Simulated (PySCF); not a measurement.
Mo, septet (core potentials on Mo); PySCF with PBE/def2-SV(P).

Input for PySCF:
```python
from pyscf import gto, scf, dft

mol = gto.Mole()
mol.atom = '''
    Mo    0.00000000    0.00000000    0.00000000
'''
mol.basis = 'def2-sv(p)'
mol.ecp = {'Mo': 'def2-sv(p)'}
mol.spin = 6
mol.verbose = 4
mol.build()

mf = dft.UKS(mol)
mf.xc = 'pbe'
mf.DIIS = scf.EDIIS
mf.kernel()
```

The log (banner, timings and long lists left out):

```
PySCF version 2.14.0

[INPUT] verbose = 4
[INPUT] num. atoms = 1
[INPUT] num. electrons = 14
[INPUT] charge = 0
[INPUT] spin (= nelec alpha-beta = 2S) = 6
[INPUT] symmetry False subgroup None
[INPUT] Mole.unit = angstrom
[INPUT] Symbol           X                Y                Z      unit          X                Y                Z       unit  Magmom
[...]
nuclear repulsion = 0
number of shells = 10
number of NR pGTOs = 50
number of NR cGTOs = 24
basis = def2-sv(p)
ecp = {'Mo': 'def2-sv(p)'}

******** <class 'pyscf.dft.uks.UKS'> ********
method = UKS
initial guess = minao
damping factor = 0
level_shift factor = 0
DIIS = <class 'pyscf.scf.diis.EDIIS'>
diis_start_cycle = 1
diis_space = 8
diis_damp = 0
SCF conv_tol = 1e-09
SCF conv_tol_grad = None
SCF max_cycles = 50
direct_scf = True
direct_scf_tol = 1e-13
number electrons alpha = 10  beta = 4
XC library pyscf.dft.libxc version 7.1.2
    S. Lehtola, C. Steigemann, M. J. T. Oliveira, and M. A. L. Marques,  SoftwareX 7, 1–5 (2018)
XC functionals = pbe
    J. P. Perdew, K. Burke, and M. Ernzerhof,  Phys. Rev. Lett. 77, 3865 (1996)
    J. P. Perdew, K. Burke, and M. Ernzerhof,  Phys. Rev. Lett. 78, 1396 (1997)
    J. P. Perdew, K. Burke, and M. Ernzerhof,  Phys. Rev. Lett. 77, 3865 (1996)
    J. P. Perdew, K. Burke, and M. Ernzerhof,  Phys. Rev. Lett. 78, 1396 (1997)
radial grids:
    Treutler-Ahlrichs [JCP 102, 346 (1995); DOI:10.1063/1.469408] (M4) radial grids

becke partition: Becke, JCP 88, 2547 (1988); DOI:10.1063/1.454033
pruning grids: <function nwchem_prune>
grids dens level: 3
symmetrized grids: False
atomic radii adjust function: <function treutler_atomic_radii_adjust>
small_rho_cutoff = 0
Set gradient conv threshold to 3.16228e-05
tot grids = 22440
init E= -60.8180884124832

cycle= 1 E= -68.0547780676268  delta_E= -7.24  |g|= 0.24  |ddm|= 2.22
cycle= 2 E= -68.0226067032331  delta_E= 0.0322  |g|= 0.339  |ddm|= 1.22
cycle= 3 E= -68.1007724139117  delta_E= -0.0782  |g|= 0.0324  |ddm|= 0.677
cycle= 4 E= -68.1007724139137  delta_E= -1.96e-12  |g|= 0.0324  |ddm|= 8.64e-11
cycle= 5 E= -68.1007724136935  delta_E= 2.2e-10  |g|= 0.0324  |ddm|= 9.38e-09
cycle= 6 E= -68.1007724135907  delta_E= 1.03e-10  |g|= 0.0324  |ddm|= 4.38e-09
cycle= 7 E= -68.1007724139107  delta_E= -3.2e-10  |g|= 0.0324  |ddm|= 1.36e-08
cycle= 8 E= -68.1007724140072  delta_E= -9.65e-11  |g|= 0.0324  |ddm|= 4.11e-09
cycle= 9 E= -68.1007724139325  delta_E= 7.47e-11  |g|= 0.0324  |ddm|= 3.18e-09
[...]
cycle= 22 E= -68.1015708467484  delta_E= 1.06e-11  |g|= 0.000938  |ddm|= 1.56e-08
cycle= 23 E= -68.1015708467314  delta_E= 1.69e-11  |g|= 0.000938  |ddm|= 2.5e-08
cycle= 24 E= -68.1015708466496  delta_E= 8.19e-11  |g|= 0.000938  |ddm|= 1.21e-07
cycle= 25 E= -68.1015708467636  delta_E= -1.14e-10  |g|= 0.000938  |ddm|= 1.68e-07
cycle= 26 E= -68.1015708467528  delta_E= 1.08e-11  |g|= 0.000938  |ddm|= 1.59e-08
cycle= 27 E= -68.1015438057238  delta_E= 2.7e-05  |g|= 0.00615  |ddm|= 0.0105
cycle= 28 E= -68.1015677268429  delta_E= -2.39e-05  |g|= 0.00227  |ddm|= 0.017
cycle= 29 E= -68.1015703558883  delta_E= -2.63e-06  |g|= 0.00124  |ddm|= 0.00207
cycle= 30 E= -68.1015703556198  delta_E= 2.68e-10  |g|= 0.00124  |ddm|= 2.98e-07
cycle= 31 E= -68.1015703560798  delta_E= -4.6e-10  |g|= 0.00124  |ddm|= 5.11e-07
cycle= 32 E= -68.1015703564439  delta_E= -3.64e-10  |g|= 0.00124  |ddm|= 4.05e-07
cycle= 33 E= -68.1015703556705  delta_E= 7.73e-10  |g|= 0.00124  |ddm|= 8.6e-07
cycle= 34 E= -68.1015703558514  delta_E= -1.81e-10  |g|= 0.00124  |ddm|= 2.01e-07
cycle= 35 E= -68.1015703559805  delta_E= -1.29e-10  |g|= 0.00124  |ddm|= 1.44e-07
cycle= 36 E= -68.1015698931976  delta_E= 4.63e-07  |g|= 0.00148  |ddm|= 0.0055
cycle= 37 E= -68.1015714842354  delta_E= -1.59e-06  |g|= 7.45e-05  |ddm|= 0.00314
cycle= 38 E= -68.1015714841883  delta_E= 4.7e-11  |g|= 7.5e-05  |ddm|= 8.69e-07
cycle= 39 E= -68.1015714842022  delta_E= -1.39e-11  |g|= 7.48e-05  |ddm|= 2.55e-07
cycle= 40 E= -68.1015714843017  delta_E= -9.95e-11  |g|= 7.39e-05  |ddm|= 1.85e-06
cycle= 41 E= -68.101571484168  delta_E= 1.34e-10  |g|= 7.52e-05  |ddm|= 2.48e-06
cycle= 42 E= -68.1015714842936  delta_E= -1.26e-10  |g|= 7.4e-05  |ddm|= 2.33e-06
cycle= 43 E= -68.1015714841855  delta_E= 1.08e-10  |g|= 7.5e-05  |ddm|= 2e-06
cycle= 44 E= -68.1015713412277  delta_E= 1.43e-07  |g|= 0.000448  |ddm|= 0.000755
cycle= 45 E= -68.1015714731347  delta_E= -1.32e-07  |g|= 0.000144  |ddm|= 0.0012
cycle= 46 E= -68.1015714791957  delta_E= -6.06e-09  |g|= 0.000112  |ddm|= 6.56e-05
cycle= 47 E= -68.1015714831533  delta_E= -3.96e-09  |g|= 8.39e-05  |ddm|= 5.6e-05
cycle= 48 E= -68.1015714856389  delta_E= -2.49e-09  |g|= 6.03e-05  |ddm|= 4.76e-05
cycle= 49 E= -68.1015714871081  delta_E= -1.47e-09  |g|= 4.04e-05  |ddm|= 4.03e-05
cycle= 50 E= -68.1015714755022  delta_E= 1.16e-08  |g|= 0.000132  |ddm|= 0.000186
SCF not converged.
SCF energy = -68.1015714755022 after 50 cycles  <S^2> = 12.00018  2S+1 = 7.0000514
```

Convergence was not reached.
